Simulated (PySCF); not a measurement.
# Exercise with solution: chemical shift, span and skew from a shielding tensor

C3H4F2Si, SMILES C#CC(F)(F)[SiH3]. Atoms are numbered in the order given.

```xyz
10

C      0.9391     2.3756     0.0000
C      0.2894     1.3552     0.0000
C     -0.3942     0.0632     0.0000
F     -1.1995    -0.0365    -1.0963
F     -1.1995    -0.0365     1.0963
Si     0.8367    -1.4312     0.0000
H      1.5006     3.2926     0.0000
H      1.6762    -1.3433    -1.2269
H      0.0188    -2.6757     0.0000
H      1.6762    -1.3433     1.2269
```
Charge 0, spin multiplicity 1.

Coordinates come from a PBE0-D3(BJ)/def2-SVP optimisation. The structure was generated by enumeration, and PubChem lists no compound with its InChIKey, so it may never have been made.

GIAO shieldings from PBE/pcSseg-1 (PySCF), non-relativistic, no solvent. The symmetric part of the tensor of C1 has the principal values 34.7, 37.3, 214.5 ppm. The same nucleus in TMS has σ = 182.0 ppm at this level (PySCF, at its B3LYP-D3(BJ)/def2-TZVP geometry).

### Question
Work out the isotropic shielding, the ¹³C shift against TMS, the span and the skew.

### Answer

σ(iso) = (σ11 + σ22 + σ33)/3 = 95.5 ppm. δ = σ(ref) − σ(iso) = 182.0 − (95.5) = 86.5 ppm.
Span Ω = σ33 − σ11 = 179.8 ppm. Skew κ = 3(σ(iso) − σ22)/Ω = 0.97, an axial tensor. Tumbling in solution averages the tensor to δ; in a static solid the shielding alone would spread this spin-1/2 line over Ω.
